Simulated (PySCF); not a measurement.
Vibration and rotation of GdCl

M06 constants of GdCl, octet, about 7.0 electrons in the 4f shell (Mulliken) (Gd x2c-TZVPall, Cl x2c-TZVPall; spin-free X2C with a Gaussian nucleus (PySCF 2.14); masses 157.9241 and 34.9689 u):

```
ωe                          : 353.0 cm⁻¹
ωexe                        : 0.95 cm⁻¹
Be                          : 0.10085 cm⁻¹
αe                          : 0.000371 cm⁻¹
D (centrifugal)             : 3.29e-08 cm⁻¹
De to Gd (4f7 5d1 6s2) + Cl : 5.26 eV
```

Problem. Give the vibrational terms G(v) and spacings up to v = 6.

Solution. G(v) = ωe(v+½) − ωexe(v+½)².

| v | G(v) (cm⁻¹) | G(v) − G(v−1) | Bv (cm⁻¹) |
| --- | --- | --- | --- |
| 0 | 176.3 |  | 0.1007 |
| 1 | 527.4 | 351.1 | 0.1003 |
| 2 | 876.6 | 349.2 | 0.0999 |
| 3 | 1223.9 | 347.3 | 0.0996 |
| 4 | 1569.3 | 345.4 | 0.0992 |
| 5 | 1912.8 | 343.5 | 0.0988 |
| 6 | 2254.4 | 341.6 | 0.0984 |

Problem. How well does the Morse estimate ωe²/(4ωexe) reproduce De, and what is D0?

Solution. It gives 4.07 eV, 77 % of the computed De. D0 = De − G(0) = 5.26 − 0.02 = 5.24 eV.

Spin–orbit coupling is left out, which matters for elements this heavy, above all for dissociation energies. The state is the lowest single determinant that the PBE0 search found; with open d or f shells the true ground state can be another one.
